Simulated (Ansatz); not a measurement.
This triplet is an excited state, 0.87 eV above the relaxed singlet at the level frozen-core CCSD(T)/cc-pVTZ // PBE0-D3(BJ)/def2-TZVP (Ansatz, a first-principles code).

Species: CH3BO, SMILES `B[C]O` (excited triplet) (charge 0, multiplicity 3).

### Question
Give a relaxed geometry from PBE0-D3(BJ)/def2-TZVP (Ansatz).

### Answer
Several could match; the one computed here: the end point of this relaxation, one of several conformers (outside a Z-matrix the atoms follow the SMILES, hydrogens last).
Z-matrix (Å, degrees):
```
C
O 1 1.3062
H 2 0.9658 1 111.46
B 1 1.4934 2 132.32 3 -179.99
H 4 1.1923 1 119.58 2 -179.95
H 4 1.1998 5 122.13 1 179.98
```
